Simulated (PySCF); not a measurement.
Ga(Cl)(SH)2 (ClGaH2S2), SMILES [SH][Ga]([SH])[Cl].

Geometry: PBE0-D3(BJ)/def2-SVP. The values are those of a single conformer.

Computed with M06-2X/def2-TZVP run with PySCF.

Symmetry labels are those of the subgroup C2v that the program uses (full group C2v).

Q: List the valence orbital energies around the gap with their symmetry. (An estimate is asked for; the answer gives what the named calculation found.)

A: 
```json
[
 {"orbital": "HOMO−7", "symmetry": "B2", "energy (eV)": "-13.27"},
 {"orbital": "HOMO−6", "symmetry": "A1", "energy (eV)": "-12.60"},
 {"orbital": "HOMO−5", "symmetry": "A1", "energy (eV)": "-11.31"},
 {"orbital": "HOMO−4", "symmetry": "B1", "energy (eV)": "-10.94"},
 {"orbital": "HOMO−3", "symmetry": "B2", "energy (eV)": "-10.88"},
 {"orbital": "HOMO−2", "symmetry": "B2", "energy (eV)": "-9.92"},
 {"orbital": "HOMO−1", "symmetry": "B1", "energy (eV)": "-9.60"},
 {"orbital": "HOMO", "symmetry": "A2", "energy (eV)": "-9.11"},
 {"orbital": "LUMO", "symmetry": "B1", "energy (eV)": "-0.47"},
 {"orbital": "LUMO+1", "symmetry": "A1", "energy (eV)": "-0.40"},
 {"orbital": "LUMO+2", "symmetry": "A1", "energy (eV)": "0.44"},
 {"orbital": "LUMO+3", "symmetry": "B2", "energy (eV)": "1.56"}
]
```
